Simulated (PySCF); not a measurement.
## Telling isomers of C5H3F4P apart by NMR

[PySCF 2.14.0 with density-fitted response routines: geometry: GFN2-xTB; shieldings: GIAO PBE0/pcSseg-1; isolated molecule; equivalent nuclei averaged; single conformer; no relativistic terms]

Chemical shifts δ = σref − σ; ¹H (σ = 31.72 ppm) and ¹³C (σ = 186.93 ppm) against TMS, all at this level. Splittings of carbon signals by F and P are missing where no couplings were computed. Where no couplings were computed, multiplicities follow the n + 1 count of equivalent neighbours, and m marks all less simple cases (inequivalent or close neighbours, rings, F or P nearby). Shifts are as computed. Against solution values, carbons near 30 ppm lie about +3 ppm off and those near 130 ppm about +5 ppm. Of 1211 compounds with measured shifts, 218 miss one by over three times the rms of a fit or turn the order of signals round; such compounds aren't used in these exercises.

(1) Tabulate the signals of `C=C/C(F)=P\C(F)=C(F)F`, `Fc1ccc(C(F)(F)F)[pH]1` and their relative energies.

(2) What is the quickest way to tell C=C/C(F)=P\C(F)=C(F)F from Fc1ccc(C(F)(F)F)[pH]1?

## Answers

(1) 
```json
{"SMILES": "C=C/C(F)=P\\C(F)=C(F)F", "carbon types": "3×C 1×CH 1×CH2", "δC": "227.6, 170.4, 138.1, 137.4, 127.0", "δH": "7.35 (m, 1H), 6.08 (m, 1H), 5.82 (m, 1H)", "E rel. (kcal/mol)": "47.7"}
{"SMILES": "Fc1ccc(C(F)(F)F)[pH]1", "carbon types": "3×C 2×CH", "δC": "194.6, 147.0, 133.0, 132.3, 123.4", "δH": "7.56 (m, 1H), 6.69 (m, 1H), 5.28 (m, 1H)", "E rel. (kcal/mol)": "0.0"}
```

Energies are electronic energies at PBE0/pcSseg-1 on these geometries, without zero-point or thermal terms, each for the one conformer computed, which needn't be the lowest.

(2) Both give the same number of carbon signals, but DEPT or the intensities differ. The first has a terminal =CH2 carbon at 127.0 ppm, the second a unsaturated ring carbon (C) at 194.6 ppm. Their most deshielded carbons lie at 227.6 and 194.6 ppm.
